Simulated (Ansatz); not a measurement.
AlF2 (SMILES [F][Al][F]), doublet, at a GFN2-xTB geometry (such geometries of metal compounds can be far from the true shape) (the spin is typed, not shown lowest); MP2/6-311G** (Ansatz, a quantum-chemistry and plane-wave program).

The Ansatz input:
Ansatz 0.2 input:
```yaml
crystal:
  periodic: [false, false, false]
  atoms:
    - {symbol: Al, position_ang: [0.30691416, 0.12978758, 0.10495073]}
    - {symbol: F, position_ang: [-0.37803201, 1.08352591, -1.07437289]}
    - {symbol: F, position_ang: [-0.06528844, -1.27099685, 0.92277739]}
basis:
  gaussian:
    orbitals: 6-311G__.json
magnetization: {spin_polarized: true, initial_magnetization: 1}
correlation: {method: mp2, electrons: outside_noble_gas}
accuracy: high
```
The basis file holds 6-311G** in the JSON format of the Basis Set Exchange.

### Question
What does Ansatz print? Leave out banner, timings and long lists.

### Answer

```
Functional definition: HF
1010 factors; integrals over basis functions are off by at most 1.0e-8 eV
mean field evaluation 1: about -11995.9166 eV, gradient 2.9e1 eV
mean field evaluation 2: about -11995.9364 eV, gradient 2.9e1 eV
mean field evaluation 4: about -11999.0344 eV, gradient 2.0e0 eV
mean field evaluation 8: about -11999.1428 eV, gradient 1.0e-1 eV
mean field evaluation 16: about -11999.1430 eV, gradient 2.8e-8 eV
mean field -11999.14296823 eV, -440.9603707714 hartree, gradient 2.8e-8 eV, S^2 0.751985; 0 other end points of the search recorded, 0 dependent functions left out
7 core orbitals not correlated
reference -11999.14296823 eV, -440.9603707714 hartree; 9, 8 occupied and 47, 48 virtual orbitals, 1010 factors
second order -12.46204703 eV of doubles, -0.00000000 eV of singles
Total energy: -12011.60501526 eV, -441.4183425525 hartree
```
